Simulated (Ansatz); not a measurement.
Steps of a relaxation of C₄H₆AlFO₂, SMILES `[CH3][Al-]1([F])[O]C=CC=[O+]1` with RKS PBE0-D4/def2-TZVP.

```sh
$ ansatz run in.yaml --threads 4 --pin off --events-out ev --progress --plain --max-ram 11315MiB
```

```yaml
crystal:
  periodic: [false, false, false]
  atoms:
    - {symbol: C, position_ang: [0.454421, -2.440557, -0.612518]}
    - {symbol: Al, position_ang: [0.709281, -0.816873, 0.424695]}
    - {symbol: F, position_ang: [1.814042, -0.749933, 1.699516]}
    - {symbol: O, position_ang: [1.072255, 0.678626, -0.645744]}
    - {symbol: C, position_ang: [0.414969, 1.778644, -0.642587]}
    - {symbol: C, position_ang: [-0.756384, 2.034568, 0.092867]}
    - {symbol: C, position_ang: [-1.342193, 1.057314, 0.917059]}
    - {symbol: O, position_ang: [-0.898426, -0.130848, 1.102434]}
    - {symbol: H, position_ang: [0.096737, -3.275496, 0.026103]}
    - {symbol: H, position_ang: [-0.287471, -2.305856, -1.427180]}
    - {symbol: H, position_ang: [1.403788, -2.774856, -1.081503]}
    - {symbol: H, position_ang: [0.820258, 2.584602, -1.294588]}
    - {symbol: H, position_ang: [-1.233614, 3.020052, 0.010800]}
    - {symbol: H, position_ang: [-2.280461, 1.311312, 1.459246]}
basis:
  gaussian: {orbitals: def2-TZVP}
hamiltonian: {xc: pbe0, dispersion: d4}
relax: {f_tol: 0.005, max_steps: 150}
```

Positions (Å) and forces (eV/Å) along the path, 10 of 11 steps:

```xyz
14
step=1 energy=-17648.1106 eV
C     0.454   -2.441   -0.613   -0.017   -0.342   -0.182
Al    0.709   -0.817    0.425    0.063    0.592    0.347
F     1.814   -0.750    1.700   -0.493   -0.052   -0.578
O     1.072    0.679   -0.646   -0.598    0.507    0.251
C     0.415    1.779   -0.643    0.033   -0.359    0.119
C    -0.756    2.035    0.093    0.088   -0.167    0.009
C    -1.342    1.057    0.917    0.259   -0.286   -0.071
O    -0.898   -0.131    1.102    0.030    0.776   -0.308
H     0.097   -3.275    0.026    0.172    0.386   -0.309
H    -0.287   -2.306   -1.427    0.348   -0.053    0.389
H     1.404   -2.775   -1.082   -0.454    0.149    0.222
H     0.820    2.585   -1.295   -0.218   -0.458    0.363
H    -1.234    3.020    0.011    0.264   -0.543    0.047
H    -2.280    1.311    1.459    0.524   -0.151   -0.300
14
step=2 energy=-17648.1911 eV
C     0.452   -2.426   -0.608    0.000   -0.113   -0.053
Al    0.699   -0.803    0.419    0.069    0.357    0.244
F     1.797   -0.742    1.685   -0.293   -0.022   -0.339
O     1.062    0.677   -0.645   -0.195   -0.048    0.177
C     0.410    1.766   -0.637    0.010   -0.063    0.033
C    -0.749    2.020    0.095    0.018   -0.031   -0.002
C    -1.332    1.051    0.909    0.050   -0.059   -0.010
O    -0.896   -0.128    1.093    0.186    0.117   -0.160
H     0.101   -3.253    0.024    0.046    0.116   -0.081
H    -0.283   -2.294   -1.413    0.092   -0.015    0.103
H     1.391   -2.757   -1.073   -0.126    0.052    0.064
H     0.810    2.563   -1.279   -0.065   -0.115    0.093
H    -1.219    2.994    0.016    0.071   -0.145    0.013
H    -2.258    1.303    1.444    0.136   -0.031   -0.081
14
step=3 energy=-17648.2056 eV
C     0.450   -2.417   -0.606    0.002   -0.002    0.001
Al    0.691   -0.793    0.416    0.026    0.069    0.061
F     1.781   -0.733    1.671   -0.044   -0.008   -0.052
O     1.055    0.669   -0.641   -0.011   -0.071    0.050
C     0.410    1.758   -0.632   -0.002    0.014   -0.062
C    -0.744    2.014    0.097    0.005    0.019    0.013
C    -1.324    1.045    0.905   -0.041    0.001    0.023
O    -0.890   -0.130    1.084    0.070   -0.037   -0.035
H     0.103   -3.239    0.026   -0.005   -0.014    0.009
H    -0.282   -2.290   -1.408   -0.009   -0.002   -0.011
H     1.387   -2.742   -1.067    0.014   -0.006   -0.009
H     0.807    2.549   -1.275    0.014    0.017    0.004
H    -1.210    2.985    0.020   -0.006    0.015    0.001
H    -2.248    1.295    1.437   -0.013    0.005    0.007
14
step=4 energy=-17648.2058 eV
C     0.453   -2.423   -0.606    0.010    0.051    0.034
Al    0.688   -0.793    0.412    0.007    0.037    0.025
F     1.776   -0.729    1.668   -0.030   -0.003   -0.034
O     1.049    0.668   -0.646    0.016   -0.081    0.039
C     0.410    1.760   -0.632   -0.027   -0.006   -0.037
C    -0.742    2.017    0.101   -0.009    0.048    0.011
C    -1.326    1.048    0.905   -0.008    0.005   -0.003
O    -0.894   -0.129    1.076    0.063   -0.063   -0.015
H     0.107   -3.243    0.029   -0.009   -0.019    0.008
H    -0.279   -2.297   -1.408   -0.016   -0.011   -0.024
H     1.391   -2.746   -1.065    0.015   -0.008   -0.013
H     0.808    2.551   -1.274    0.015    0.024   -0.001
H    -1.205    2.990    0.028   -0.006    0.018    0.001
H    -2.247    1.297    1.439   -0.021    0.009    0.010
14
step=5 energy=-17648.2056 eV rejected
C     0.454   -2.423   -0.605    0.002    0.019    0.013
Al    0.686   -0.792    0.410   -0.008   -0.015   -0.017
F     1.772   -0.726    1.664    0.010   -0.001    0.011
O     1.044    0.665   -0.649   -0.025   -0.010   -0.036
C     0.404    1.758   -0.639    0.086    0.045    0.110
C    -0.742    2.019    0.102   -0.030    0.001   -0.036
C    -1.327    1.048    0.904    0.005   -0.005    0.004
O    -0.894   -0.130    1.071   -0.008    0.000   -0.003
H     0.111   -3.244    0.032   -0.001   -0.007    0.000
H    -0.280   -2.305   -1.408   -0.002   -0.005   -0.004
H     1.393   -2.745   -1.064    0.004   -0.004   -0.004
H     0.815    2.554   -1.266   -0.030   -0.019   -0.040
H    -1.202    2.995    0.034   -0.002   -0.001   -0.003
H    -2.247    1.297    1.441   -0.001    0.001    0.005
14
step=6 energy=-17648.2063 eV
C     0.453   -2.422   -0.605    0.001    0.006    0.003
Al    0.687   -0.792    0.412   -0.002   -0.008   -0.006
F     1.773   -0.728    1.666    0.006   -0.002    0.007
O     1.046    0.666   -0.646   -0.007    0.012   -0.001
C     0.409    1.760   -0.633    0.000   -0.007   -0.008
C    -0.741    2.020    0.102   -0.001    0.005    0.001
C    -1.326    1.048    0.905    0.005   -0.005    0.007
O    -0.893   -0.130    1.073   -0.008    0.012   -0.004
H     0.109   -3.244    0.030    0.001   -0.001   -0.001
H    -0.280   -2.302   -1.408    0.001   -0.004    0.000
H     1.392   -2.745   -1.065   -0.001   -0.001   -0.001
H     0.811    2.551   -1.273    0.002   -0.002    0.004
H    -1.204    2.994    0.032    0.002   -0.002    0.001
H    -2.248    1.296    1.440    0.001   -0.003   -0.003
14
step=7 energy=-17648.2063 eV
C     0.454   -2.423   -0.605   -0.002    0.001   -0.002
Al    0.686   -0.792    0.410    0.003    0.005    0.006
F     1.771   -0.727    1.665    0.005   -0.002    0.005
O     1.045    0.665   -0.647   -0.010    0.010   -0.003
C     0.408    1.760   -0.633    0.004   -0.007   -0.009
C    -0.740    2.021    0.104    0.000    0.000    0.000
C    -1.326    1.048    0.904    0.003   -0.007    0.011
O    -0.894   -0.130    1.071   -0.009    0.011   -0.009
H     0.112   -3.245    0.031    0.000   -0.002    0.000
H    -0.280   -2.304   -1.407    0.000   -0.005   -0.001
H     1.393   -2.745   -1.065    0.000   -0.002   -0.001
H     0.809    2.551   -1.275    0.003    0.000    0.006
H    -1.201    2.996    0.036   -0.001   -0.001   -0.002
H    -2.249    1.296    1.438    0.002   -0.001   -0.001
14
step=8 energy=-17648.2063 eV
C     0.455   -2.425   -0.605   -0.001    0.006    0.002
Al    0.684   -0.792    0.409   -0.001   -0.001   -0.002
F     1.770   -0.726    1.664    0.003    0.000    0.003
O     1.042    0.665   -0.650   -0.002    0.002   -0.005
C     0.408    1.761   -0.633    0.003   -0.003    0.007
C    -0.740    2.023    0.105   -0.001    0.003   -0.001
C    -1.327    1.049    0.905    0.001   -0.006   -0.007
O    -0.896   -0.130    1.069   -0.004    0.002    0.001
H     0.114   -3.246    0.033    0.000   -0.002    0.001
H    -0.279   -2.309   -1.408    0.000   -0.002   -0.001
H     1.394   -2.746   -1.065    0.001   -0.001   -0.001
H     0.811    2.552   -1.273    0.000    0.000   -0.001
H    -1.199    2.998    0.038    0.000    0.000    0.000
H    -2.249    1.297    1.439    0.002    0.002    0.004
14
step=9 energy=-17648.2063 eV
C     0.455   -2.426   -0.605    0.000    0.006    0.003
Al    0.683   -0.792    0.407   -0.003   -0.002   -0.005
F     1.768   -0.725    1.663    0.000    0.001    0.001
O     1.040    0.665   -0.652    0.004   -0.003   -0.004
C     0.407    1.762   -0.633   -0.001   -0.001    0.009
C    -0.739    2.024    0.106   -0.005    0.001   -0.005
C    -1.328    1.050    0.904    0.013    0.005    0.005
O    -0.899   -0.130    1.066   -0.004   -0.006    0.000
H     0.118   -3.248    0.034    0.000   -0.001    0.001
H    -0.279   -2.314   -1.407    0.000   -0.001    0.000
H     1.395   -2.746   -1.064    0.001    0.000   -0.001
H     0.812    2.554   -1.271    0.000    0.001   -0.002
H    -1.197    3.000    0.041    0.000    0.000    0.000
H    -2.248    1.299    1.440   -0.004    0.000   -0.002
14
step=11 energy=-17648.2063 eV
C     0.456   -2.427   -0.604   -0.001    0.001    0.001
Al    0.681   -0.792    0.406   -0.002   -0.004   -0.004
F     1.766   -0.724    1.662    0.000    0.001    0.001
O     1.038    0.664   -0.654    0.003    0.000    0.001
C     0.408    1.762   -0.633   -0.004    0.000   -0.003
C    -0.738    2.025    0.108    0.002   -0.002    0.001
C    -1.327    1.051    0.904   -0.001    0.002   -0.002
O    -0.901   -0.131    1.063    0.001   -0.001    0.002
H     0.120   -3.249    0.036    0.001    0.000    0.000
H    -0.280   -2.318   -1.407    0.000    0.000    0.001
H     1.396   -2.746   -1.065    0.000    0.000    0.000
H     0.812    2.554   -1.271    0.001    0.001    0.001
H    -1.195    3.002    0.044    0.000    0.000    0.001
H    -2.248    1.299    1.440    0.000    0.000    0.000
```

It took 85 s on 4 threads of an Arm Neoverse V2 on a shared host, with 1.1 GiB of host memory at the peak.
